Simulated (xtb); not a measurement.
A geometry relaxed with GFN2-xTB (xtb), charge 0, multiplicity 1:

```xyz
21

H      0.7126    -1.9815    -1.2029
H     -2.5526    -0.9058    -1.4745
H     -2.5999     2.3922     1.5119
C      0.5426    -1.0664    -0.6529
H     -0.0344     2.2125     1.3170
H     -2.5007    -1.8043     0.0363
C      1.4030     0.8776     0.4738
C      0.1173     1.2960     0.7667
C     -1.9049    -1.4836    -0.8169
C      3.8032     0.4161     0.1169
H     -3.3998     0.1377     1.5909
Si    -2.7090     1.1365     0.7688
H      3.4232    -1.4032    -0.9520
C      3.0335    -0.5475    -0.4297
C      1.6399    -0.3097    -0.2404
S      2.8979     1.6715     0.8946
C     -0.9682     0.5387     0.3536
H     -1.5655    -2.3665    -1.3536
C     -0.7418    -0.6544    -0.3637
H      4.8739     0.4841     0.1206
H     -3.4703     1.3600    -0.4644
```

Question: Write the SMILES of this molecule.

Answer: `Cc1cc2ccsc2cc1[SiH3]`
